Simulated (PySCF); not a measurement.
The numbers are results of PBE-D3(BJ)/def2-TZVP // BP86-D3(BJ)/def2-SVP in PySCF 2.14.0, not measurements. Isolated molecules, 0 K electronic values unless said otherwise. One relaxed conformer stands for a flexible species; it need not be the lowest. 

Reference species: [Zr(NH2)4] (neutral, multiplicity 1).

- HOMO–LUMO gap = 4.49 eV
- mean distance from the central atom to its bonded neighbours = 2.060 Å

Changed species: [Zr(NH2)3(H)] (1 of 4 NH2 replaced by H; the reference has 0 of 4 NH2 replaced by H).

**Question.** Predict the effect on the HOMO–LUMO gap and mean distance from the central atom to its bonded neighbours.

**Answer.** the HOMO–LUMO gap rises by 0.29 eV, to 4.78 eV; the mean distance from the central atom to its bonded neighbours decreases by 0.058 Å, to 2.002 Å.
